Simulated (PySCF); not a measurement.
A structure optimised at B3LYP-D3(BJ)/def2-SVP, used in a PySCF frequency run:

```
O
Si 1 1.6560
Si 1 1.6617 2 151.79
H 3 1.4870 1 108.32 2 180.00
H 2 1.4896 1 111.15 3 -61.31
H 2 1.4896 5 109.79 1 -123.40
H 3 1.4912 4 109.64 1 120.10
H 3 1.4912 4 109.64 7 119.80
C 2 1.9266 5 108.16 6 -117.81
O 9 1.2106 2 119.73 5 59.43
H 9 1.1287 10 120.49 2 180.00
```

### Question
Write its SMILES, formula and point group.

### Answer
O=C[SiH2]O[SiH3], CH₆O₂Si₂, Cs

### Question
What are its rotational constants (standard atomic weights)?

### Answer
13.944, 1.1337, 1.0751 GHz
